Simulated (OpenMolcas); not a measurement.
Fe2+ with 6 ligands (fluoride) in octahedral coordination (Oh). A charge of +0.667 e stands 2.8 Å behind each ligand. Ligand basis ANO-RCC-VDZP.

```
Program             : OpenMolcas 26.06
Method              : CASSCF
Basis               : ANO-RCC-VDZP [5s4p2d1f]
Scalar Hamiltonian  : DKH2, point nucleus
Active space        : 6 electrons in 5 orbitals (3d)
State averaging     : 2S+1 = 5 even, 5 roots; 2S+1 = 3 even, 45 roots; 2S+1 = 1 even, 50 roots
Spin-orbit coupling : state interaction with AMFI integrals over the reference wave functions
```

All ligands move together. At R = 2.09 Å the first state of the same spin is 6592 cm-1, and at R = 2.18 Å it is 5125 cm-1.

Q: A third run gives 7594 cm-1. What distance was it run at?

A: With a power law R^-n the two known points give n = -ln(5125 / 6592) / ln(2.18 / 2.09) = 5.97. Then R = 2.09 × (6592 / 7594)^(1/5.97) = 2.041 Å. The run was at 2.04 Å, so the estimate is off by +0.001 Å.

An orbital triplet at a regular site is open to Jahn-Teller coupling, which can distort the site and quench the lowest spin-orbit gaps and is left out. Without dynamic correlation the repulsion within the d shell is too large (B by tens of per cent), so at a given field states of lower spin stand too high. Ligand-to-metal charge-transfer states are missing. With no ligand orbital active B as a rule stays too high, so bands that hang on it stand too high and its fall with covalency is understated. With metal d orbitals alone and no dynamic correlation the field as a rule comes out too small, by tens of per cent, by up to half for chloride and softer ligands, and with too little covalency χT stands high. No measured value stands beside these numbers; the geometry is a model, was not optimised and need not be the one that this ion takes.
